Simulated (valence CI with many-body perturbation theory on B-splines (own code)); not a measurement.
**Hyperfine factors and g values of Bi III**

Method: valence CI with perturbative core correlation (CI+MBPT): three valence electrons over a frozen Dirac-Fock core [Xe] 4f14 5d10, radial functions for each j: 11 s, 11 p, 9 d, 7 f, 5 g, 2 h, 1 i, with the one-electron correlation potential Σ1 (screened to all orders), the two-electron term Σ2, the three-electron term Σ3, Breit, model QED; selected single and double excitations, second order for the rest, scaled by the run's own slope (own B-spline code, finite nucleus).

Against 20 measured levels this calculation errs by 486 cm⁻¹ on average and by 1325 at most. These come from a selection out of Moore, Atomic Energy Levels, vol. III, NSRDS-NBS 35 (1971 reprint of NBS Circular 467, 1958), an old analysis. Levels without a partner in it may be off by more. The list stops below the first excitations out of the core.

A/g_I is the dipole constant over the nuclear g factor μ/I (μ in nuclear magnetons, uniformly magnetised nucleus), B/Q the quadrupole constant per barn. Both hold the static response of the core; the bare values leave it out. Large factors of s and p1/2 electrons are usually good to 5 to 10 %; those of open d and f shells near neutrality can be off by tens of per cent, and small factors of p3/2, d and f electrons come from cancelling terms and can be off by a factor of two or in sign, in half-filled shells by more. B is blank for J = 1/2, where it vanishes, and for nearly pure S terms. Energies count from the lowest level.

Names give the largest LS component (configuration and term), which can be under half, so a name can repeat, a term be missing and a line seem to break the LS rules; names also repeat where a configuration has a term twice.

| Level | E (cm⁻¹) | g | A/g_I (MHz) | A/g_I bare | B/Q (MHz/b) | B/Q bare |
| --- | --- | --- | --- | --- | --- | --- |
| 6s²6p ²P°_1/2 | 0.0 | 0.666 | 15600 | 14400 |  |  |
| 6s²6p ²P°_3/2 | 21110 | 1.334 | 827 | 615 | 2860 | 2360 |
| 6s6p² ⁴P_1/2 | 69718 | 2.538 | 55700 | 50300 |  |  |
| 6s6p² ⁴P_3/2 | 82717 | 1.700 | 16900 | 15200 | 2590 | 2140 |
| 6s6p² ⁴P_5/2 | 89134 | 1.443 | 17000 | 15400 | -1040 | -942 |
| 6s²7s ²S_1/2 | 95693 | 1.999 | 15200 | 14100 |  |  |
| 6s6p² ²D_3/2 | 96409 | 0.848 | -3040 | -2770 | 2520 | 2060 |
| 6s²6d ²D_5/2 | 102935 | 1.296 | 5120 | 4640 | -131 | -212 |
| 6s6p² ²P_1/2 | 108830 | 1.097 | -2850 | -2580 |  |  |
| 6s²6d ²D_3/2 | 109255 | 0.856 | -2430 | -2240 | 1230 | 1000 |
| 6s6p² ²D_5/2 | 116967 | 1.263 | 12200 | 11100 | 4070 | 3430 |
| 6s²7p ²P°_1/2 | 117323 | 0.666 | 3360 | 3110 |  |  |
| 6s²7p ²P°_3/2 | 122408 | 1.334 | 571 | 485 | 753 | 628 |
| 6s6p² ²S_1/2 | 131507 | 1.709 | 67400 | 61800 |  |  |
| 6s6p² ²P_3/2 | 132291 | 1.262 | -10500 | -9860 | -2170 | -1870 |
| 5f6s² ²F°_7/2 | 137897 | 1.143 | 125 | 125 | 194 | 65.5 |
| 5f6s² ²F°_5/2 | 137995 | 0.857 | 26.0 | 40.4 | 160 | 54.1 |
| 6s²8s ²S_1/2 | 144692 | 1.999 | 5960 | 5520 |  |  |
| 6s²7d ²D_3/2 | 149428 | 0.801 | -28.0 | -39.2 | 153 | 95.5 |
| 6s²7d ²D_5/2 | 150119 | 1.201 | 172 | 157 | 190 | 115 |
| 6s²8p ²P°_1/2 | 153691 | 0.669 | 1430 | 1330 |  |  |
| 6s²8p ²P°_3/2 | 155875 | 1.335 | 580 | 516 | 350 | 293 |

Take the isotope of mass number 209, with I = 9/2, μ = 4.092 μN, leaving out the quadrupole term. What is the hyperfine structure of 6s²6p ²P°_1/2?

From the table A = 14200 MHz. Shifts from the centre of gravity in MHz: F = 4: -39000, F = 5: 32000.
